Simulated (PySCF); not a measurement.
GeH6Si, SMILES [SiH3][GeH3]. Atoms are numbered in the order given.

```xyz
8

Si     0.0000     0.0000     1.6020
Ge     0.0000     0.0000    -0.7756
H      1.2090     0.6980     2.1132
H     -1.2090     0.6980     2.1132
H      0.0000    -1.3961     2.1132
H      1.2467    -0.7198    -1.3163
H     -1.2467    -0.7198    -1.3163
H      0.0000     1.4396    -1.3163
```
Charge 0, spin multiplicity 1.

The structure is a stationary point at PBE0-D3(BJ)/def2-TZVP.

Two levels are set side by side: PBE/pcSseg-2 (PySCF) and KT2/pcSseg-2 (PySCF). GIAO shifts against GeH4 (⁷³Ge), TMS (²⁹Si), TMS (¹H) at the same level; non-relativistic, no solvent, atoms listed together averaged. Differences are taken from unrounded values.

```
quantity                      KT2     PBE  PBE minus KT2
-------------------------  ------  ------  -------------
δ(²⁹Si) of Si1 (ppm)       -107.1  -109.1           -2.0
δ(⁷³Ge) of Ge2 (ppm)        -15.1   -14.3            0.8
δ(¹H) of H3, H4, H5 (ppm)    3.88    3.94           0.06
δ(¹H) of H6, H7, H8 (ppm)    3.83    3.88           0.05
```

Rough cost on one machine, each run with all the roots and properties that it gave: KT2 against PBE within a factor of 2.
